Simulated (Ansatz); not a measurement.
`OCN[SiH3]` at its PBE0-D4/def2-TZVP geometry, where that method's forces vanish. The species carries charge 0 and has multiplicity 1.

```xyz
11

O     0.0761    0.1367   -2.2777
C     0.2542   -0.5569   -1.0685
N    -0.5856   -0.0607   -0.0194
Si   -0.0426    0.3271    1.5657
H     0.1650    1.0750   -2.0830
H     0.0460   -1.6031   -1.3143
H     1.2967   -0.4933   -0.7239
H    -1.5688   -0.2176   -0.1818
H     1.2152    1.1111    1.4416
H     0.2520   -0.8460    2.4401
H    -1.1083    1.1276    2.2214
```

**Question.** What forces (eV/Å) does ωB97M-V/def2-TZVPP give on these atoms in Ansatz 0.2.0? (Best estimate.)

**Answer.** The calculation gave: 
```
O1  -0.017  0.188 -0.153
C2   0.223 -0.307  0.050
N3  -0.174  0.053  0.112
Si4  0.062  0.068  0.213
H5  -0.010 -0.052 -0.029
H6   0.019  0.099  0.031
H7  -0.087 -0.004 -0.042
H8   0.035  0.005 -0.003
H9  -0.141 -0.092  0.009
H10 -0.034  0.135 -0.110
H11  0.125 -0.095 -0.078
```
